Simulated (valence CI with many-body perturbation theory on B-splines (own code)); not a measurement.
Forbidden lines of Rh23+

Computed by valence CI with perturbative core correlation (CI+MBPT): four valence electrons over a frozen Dirac-Fock core [Ar], radial functions for each j: 9 s, 9 p, 10 d, 8 f, 5 g, 3 h, 1 i, with the one-electron correlation potential Σ1 (screened to all orders), the two-electron term Σ2, the three-electron term Σ3, Breit, model QED; selected single and double excitations, second order for the rest (own B-spline code, finite nucleus).

No measured levels were compared; by estimate terms of the open shell hold to 2 to 4 % of their energy, and close levels can change places. Core correlation moves these levels by up to 9700 cm⁻¹, and in measured spectra 5 to 20 % of such shifts remained as error; rates that hang on mixing are uncertain with them. Only levels of the ground parity were solved; by the run's estimate the other parity begins above the list, which can be wrong where configurations are misplaced.

Lines 51 to 100 of 120 in falling wavelength, among levels below 478180 cm⁻¹, chosen from the decays that carry over 1 % of a level's rate. Wavelengths and rates use the calculated energies, so an error of 3000 cm⁻¹ moves a line at 152.8 nm by 4.6 % and its rate by three times that or more. S is in atomic units (e²a₀⁴ for E2 and M2, e²a₀⁶ for E3), for M1 in squared Bohr magnetons. Weak lines are less certain than strong ones. Lines between different terms over intervals too small for the method are left out, as are lines whose strength nearly cancels.

Names give the largest LS component (configuration and term), which can be under half, so a name can repeat, a term be missing and a line seem to break the LS rules; names also repeat where a configuration has a term twice. Letters in brackets count levels of one name in rising energy.

```csv
λ vac (nm),Upper,Lower,Type,A (s⁻¹),S (a.u.)
152.8,3d⁴ ¹I_6,3d⁴ ³H_5,M1,1.16e+03,2.00e+00
151.8,3d⁴ ³D_1,3d⁴ ³F_2 [a],M1,1.02e+03,3.96e-01
147.4,3d⁴ ³G_3,3d⁴ ⁵D_3,M1,1.30e+03,1.08e+00
147.1,3d⁴ ¹G_4 [a],3d⁴ ³G_4,M1,5.93e+02,6.30e-01
143.1,3d⁴ ³P_0 [a],3d⁴ ⁵D_1,M1,7.51e+03,8.16e-01
142.3,3d⁴ ³P_2 [d],3d⁴ ³P_2 [b],M1,1.03e+03,5.52e-01
141.3,3d⁴ ³P_2 [c],3d⁴ ³P_2 [a],M1,8.67e+02,4.53e-01
139.0,3d⁴ ¹F_3,3d⁴ ³F_3 [a],M1,3.78e+02,2.63e-01
127.4,3d⁴ ¹F_3,3d⁴ ³F_4 [a],M1,1.08e+02,5.79e-02
127.2,3d⁴ ³G_5,3d⁴ ³H_4,M1,5.38e+01,4.51e-02
124.2,3d⁴ ¹F_3,3d⁴ ³P_2 [a],M1,6.14e+02,3.05e-01
123.2,3d⁴ ³G_3,3d⁴ ⁵D_2,M1,7.62e+02,3.70e-01
118.0,3d⁴ ³F_4 [b],3d⁴ ³G_5,M1,7.62e+02,4.18e-01
117.5,3d⁴ ³G_4,3d⁴ ⁵D_4,M1,3.17e+02,1.72e-01
117.0,3d⁴ ³F_2 [a],3d⁴ ⁵D_2,M1,1.37e+03,4.07e-01
116.5,3d⁴ ³F_2 [b],3d⁴ ³D_1,M1,1.16e+03,3.39e-01
115.9,3d⁴ ³P_1 [a],3d⁴ ⁵D_2,M1,4.67e+03,8.09e-01
115.4,3d⁴ ¹F_3,3d⁴ ³G_4,M1,5.09e+02,2.03e-01
114.7,3d⁴ ¹S_0 [a],3d⁴ ³P_1 [a],M1,6.57e+03,3.67e-01
111.0,3d⁴ ¹G_4 [a],3d⁴ ³H_5,M1,4.14e+02,1.89e-01
107.3,3d⁴ ³F_4 [a],3d⁴ ⁵D_4,M1,1.02e+03,4.20e-01
107.3,3d⁴ ³F_4 [b],3d⁴ ³D_3,M1,2.13e+03,8.78e-01
106.3,3d⁴ ³G_4,3d⁴ ⁵D_3,M1,7.57e+01,3.03e-02
106.2,3d⁴ ¹G_4 [a],3d⁴ ³G_3,M1,1.22e+02,4.85e-02
105.8,3d⁴ ³F_2 [b],3d⁴ ³P_2 [b],M1,1.09e+03,2.39e-01
102.0,3d⁴ ³P_2 [c],3d⁴ ³P_1 [a],M1,7.35e+02,1.45e-01
101.7,3d⁴ ³D_1,3d⁴ ³P_0 [a],M1,2.35e+03,2.75e-01
101.1,3d⁴ ³P_2 [c],3d⁴ ³F_2 [a],M1,3.37e+02,6.46e-02
100.2,3d⁴ ³F_3 [a],3d⁴ ⁵D_4,M1,1.39e+03,3.64e-01
99.81,3d⁴ ³P_2 [a],3d⁴ ⁵D_3,M1,4.28e+02,7.88e-02
97.86,3d⁴ ³F_4 [a],3d⁴ ⁵D_3,M1,8.85e+02,2.77e-01
97.76,3d⁴ ³F_2 [a],3d⁴ ⁵D_1,M1,1.62e+03,2.81e-01
96.96,3d⁴ ³P_2 [c],3d⁴ ³G_3,M1,1.32e+03,2.23e-01
94.87,3d⁴ ³F_2 [b],3d⁴ ³D_3,M1,6.28e+02,9.94e-02
91.94,3d⁴ ³F_3 [a],3d⁴ ⁵D_3,M1,2.41e+02,4.86e-02
91.38,3d⁴ ³D_3,3d⁴ ⁵D_4,M1,4.21e+02,8.34e-02
91.36,3d⁴ ³F_4 [b],3d⁴ ³F_4 [a],M1,1.40e+03,3.55e-01
88.60,3d⁴ ¹F_3,3d⁴ ³G_3,M1,6.42e+02,1.16e-01
87.90,3d⁴ ¹G_4 [a],3d⁴ ³H_4,M1,2.33e+02,5.28e-02
86.92,3d⁴ ³F_2 [b],3d⁴ ³F_3 [a],M1,2.52e+03,3.07e-01
85.05,3d⁴ ³F_4 [b],3d⁴ ³G_4,M1,2.10e+03,4.32e-01
84.79,3d⁴ ³G_5,3d⁴ ⁵D_4,M1,1.48e+02,3.68e-02
84.45,3d⁴ ³D_3,3d⁴ ⁵D_3,M1,1.01e+03,1.58e-01
80.89,3d⁴ ³F_2 [b],3d⁴ ³P_2 [a],M1,3.13e+02,3.07e-02
80.31,3d⁴ ³F_3 [b],3d⁴ ³F_4 [a],M1,4.85e+02,6.52e-02
78.95,3d⁴ ³P_2 [d],3d⁴ ³P_1 [a],M1,6.97e+02,6.36e-02
78.41,3d⁴ ³P_2 [d],3d⁴ ³F_2 [a],M1,4.10e+01,3.66e-03
77.31,3d⁴ ³P_2 [b],3d⁴ ⁵D_3,M1,4.42e+03,3.79e-01
76.69,3d⁴ ³P_2 [a],3d⁴ ⁵D_1,M1,3.40e+02,2.84e-02
75.89,3d⁴ ³D_3,3d⁴ ⁵D_2,M1,1.43e+03,1.62e-01
```
